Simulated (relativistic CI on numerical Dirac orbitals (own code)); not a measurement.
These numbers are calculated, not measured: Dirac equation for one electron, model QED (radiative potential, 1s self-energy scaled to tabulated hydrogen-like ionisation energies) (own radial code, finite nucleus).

CI space: 1s, 2s, 2p, 3s, 3p, 3d, 4s, 4p, 4d, 4f, 5s, 5p, 5d, 5f, 5g, 6s, 6p, 6d. Levels of other configurations are missing.

Outline of the computed level scheme of Bi LXXXIII. Lowest level of each configuration: 1s ²S1/2 at 0.0 eV; 2p ²P°1/2 at 77339.0 eV; 2s ²S1/2 at 77380.0 eV; 3p ²P°1/2 at 92549.6 eV; 3s ²S1/2 at 92561.7 eV; 3d ²D3/2 at 93384.1 eV; 4p ²P°1/2 at 97750.3 eV; 4s ²S1/2 at 97755.3 eV; 4d ²D3/2 at 98098.9 eV.

Some strong electric-dipole decays among the lowest 14 levels: 2p ²P°1/2 → 1s ²S1/2 (3.1e+16 s⁻¹); 2p ²P°3/2 → 1s ²S1/2 (2.7e+16 s⁻¹); 3p ²P°3/2 → 1s ²S1/2 (7.6e+15 s⁻¹); 3p ²P°1/2 → 1s ²S1/2 (7.2e+15 s⁻¹); 4p ²P°3/2 → 1s ²S1/2 (3.1e+15 s⁻¹); 3d ²D5/2 → 2p ²P°3/2 (3.0e+15 s⁻¹); 3d ²D3/2 → 2p ²P°1/2 (3.0e+15 s⁻¹); 4p ²P°1/2 → 1s ²S1/2 (2.8e+15 s⁻¹).
